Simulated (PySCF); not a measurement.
Correlation energy of F²⁺ (fluorine, charge +2)

[He] 2s1 2p3 3s1, high-spin 6S determinant (an excited configuration). All numbers are calculated (PySCF 2.14, no relativity, point nucleus, in aug-cc-pVDZ (4s3p2d, 23 functions)). Frozen: 1s2; 5 electrons correlated.

| level | correlation energy (mhartree) |
| --- | --- |
| CCSD | -23.30 |
| (T) | -0.07 |
| CCSD(T) | -23.37 |
| CCSDT | -23.38 |

Diagnostics: T1 = 0.0022, D1 = 0.0049, largest double amplitude 0.013.

The outer electron is Rydberg-like, and this basis confines it to a smaller radius and binds it less than a complete one would.

Cost of the coupled-cluster step: of the order of 0.11 core-seconds, for 5 correlated electrons.
